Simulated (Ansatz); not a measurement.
Basis-set extrapolation for `C[BH][AlH][OH]` (PBE0-D4/def2-TZVP geometry, frozen core, the Gaussian-basis code of Ansatz). Multiplicity 1, RHF reference.

|  | def2-TZVPP | def2-QZVPP |
| --- | --- | --- |
| HF | -382.918173 | -382.932349 |
| MP2 correlation | -0.596313 | -0.639720 |
| CCSD(T) correlation | -0.659394 | not run |

Energies in hartree. Use E(X) = E(∞) + A·exp(−7.88·√X) for Hartree–Fock and E(X) = E(∞) + B·X^(−2.97) for correlation, with X = 3 and 4, and add CCSD(T) minus MP2 of the smaller set to the MP2 limit.

Q: What is the CCSD(T) energy at the basis-set limit?

A: HF limit: -382.932349 + (-0.014176) × 0.13774 = -382.93430. MP2 limit: -0.639720 + (-0.043407) × 0.74074 = -0.67187. Higher-order term: -0.659394 − (-0.596313) = -0.06308. Total: -383.66925 hartree, 57.5 kcal/mol below CCSD(T)/def2-TZVPP.
